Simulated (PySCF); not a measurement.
Si(Cl)(F)2(OAc) (C₂H₃ClF₂O₂Si), SMILES C(=O)(C)O[Si](Cl)(F)F.

Geometry optimised at ωB97X-D3(BJ)/def2-SVP. Other conformers were not sampled.

The numbers are results of ωB97X-D3(BJ)/def2-SVP in PySCF, not measurements.

Frequencies are harmonic and unscaled.

Computed harmonic wavenumbers and intensities:
```tsv
mode	ν (cm⁻¹)	IR (km/mol)	moving atoms (share of kinetic energy)
1	60	2.4	C 33 %, O 20 %, H 20 %, Cl 18 %
2	78	1.0	O 45 %, F 21 %, Cl 17 %, H 12 %
3	100	2.5	O 45 %, F 24 %, C 13 %, Cl 10 %
4	116	0.0	H 82 %, O 15 %
5	204	2.6	F 56 %, O 22 %, Cl 15 %
6	221	3.9	F 42 %, O 28 %, Cl 19 %
7	275	12.5	F 49 %, Si 16 %, C 14 %, O 8 %
8	287	28.8	F 52 %, C 14 %, O 13 %, Si 12 %
9	339	31.1	F 39 %, Cl 28 %, O 19 %, Si 10 %
10	403	39.7	Si 23 %, F 19 %, O 19 %, H 17 %, C 17 %
11	580	48.7	Cl 24 %, C 19 %, Si 18 %, F 14 %, O 13 %, H 12 %
12	599	36.8	C 39 %, H 28 %, O 20 %
13	660	24.9	O 35 %, C 31 %, Si 17 %, H 9 %
14	827	181.4	O 52 %, Si 29 %
15	923	91.8	F 42 %, Si 26 %, O 19 %, C 9 %
16	989	112.2	O 30 %, C 20 %, Si 19 %, H 18 %, F 12 %
17	1011	172.9	Si 46 %, F 46 %
18	1040	201.6	H 41 %, O 33 %, C 18 %
19	1064	13.7	H 50 %, C 48 %
20	1286	352.6	C 57 %, H 30 %, O 13 %
21	1409	151.4	H 55 %, C 42 %
22	1446	13.6	H 96 %
23	1456	11.3	H 96 %
24	1906	257.4	C 64 %, O 36 %
25	3092	0.0	H 97 %
26	3187	0.3	H 91 %, C 9 %
27	3229	1.1	H 90 %, C 10 %
```
